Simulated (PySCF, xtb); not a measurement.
B(CCH)(H)(OH) (C2H3BO), SMILES C(BO)#C.

Geometry: B3LYP-D3(BJ)/def2-SVP. One conformer was computed; it need not be the lowest.

Computed with PySCF with C-PCM-PBE0/def2-SVP.

The values are the electrostatic part of the solvation free energy, E(continuum) − E(gas) at the gas-phase geometry, in a cavity of scaled van der Waals radii (PySCF's table); cavitation and dispersion terms are not included. In vacuum the orbital gap is 6.89 eV. The dipole moment in vacuum is 1.02 D.

```tsv
solvent	ε	ΔG(elec) (kcal/mol)	dipole (D)	gap (eV)
water	78.36	-6.0	1.19	7.02
1-octanol	9.86	-5.4	1.17	7.01
toluene	2.37	___	___	___
```

**Question.** What belongs in the gaps? (The exact figures need the calculation; the answer reports its results.)

**Answer.** 
- toluene, ΔG(elec) (kcal/mol): -3.4
- toluene, dipole (D): 1.11
- toluene, gap (eV): 6.97

For comparison, GFN2-xTB/ALPB(water) (xtb, at the GFN2-xTB geometry, all terms of that model) gives -5.6 kcal/mol.
